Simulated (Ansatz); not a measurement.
A structure relaxed at r2SCAN-D4/def2-SVP in Ansatz, charge 1, doublet:

Cartesian coordinates in Å:
```
Mg 0.4777 -0.8398 1.1398
Mg 2.5004 1.1609 -0.7129
Mg -0.8529 1.2127 -0.1855
Mg -1.7533 -1.9035 -1.1878
Te -2.3202 -0.7345 1.1922
Te 0.7211 -0.7168 -1.8340
Te 1.2271 1.8210 1.5882
```

Problem. Give its formula and point group.

Solution. Mg4Te3⁺. Point group C2v (tolerance 0.1 Å).

Problem. Summarise the bond lengths by kind (pairs closer than 1.2 times the sum of covalent radii, bridged metal pairs left out).

Solution. 10 × Mg–Te 2.71 to 2.99 Å.

In the def2 sets Te takes a core potential; there is no spin–orbit coupling. Another isomer (doublet) lies 0.48 eV lower at PBE0-D4/def2-TZVP; other spin states weren't run for this one.
